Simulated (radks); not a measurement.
Results of a calculation; reference values are marked as such.
Problem. All-electron atom: Sm3+ in [Kr] 4d10 4f5 5s2 5p5 6p1 (not the ground configuration). Level of theory: Dirac Kohn-Sham, LDA (Slater exchange, Perdew-Wang correlation), spin-unpolarised, spherical densities, finite nucleus; open shells fill j = l - 1/2 first; Fermi nuclear charge, rms radius 5.0819 fm (a radial shooting solver on a logarithmic mesh with Libxc functionals).

Spin-orbit splittings of the eigenvalues, e(l+1/2) - e(l-1/2), with zeta = 2 splitting/(2l+1) and mean radii in bohr:

shell  occ.  splitting (eV)  zeta (eV)  <r> j=l-1/2  <r> j=l+1/2
2p        6           602.1      401.4      0.08076      0.08738
3p        6               ?          ?       0.2444       0.2572
3d       10           26.49      10.59       0.2287       0.2327
4p        6           27.01      18.01       0.5924       0.6215
4d       10           4.847      1.939       0.6622       0.6724
4f        5          0.6136     0.1753       0.8841       0.8932
5p        5           4.177      2.784        1.502        1.579
5d        0          0.4633     0.1853        2.093        2.124
6p        1          0.8141     0.5427        3.506        3.636

Estimate the 3p splitting.

Solution. 121.8 eV (zeta = 81.23 eV).
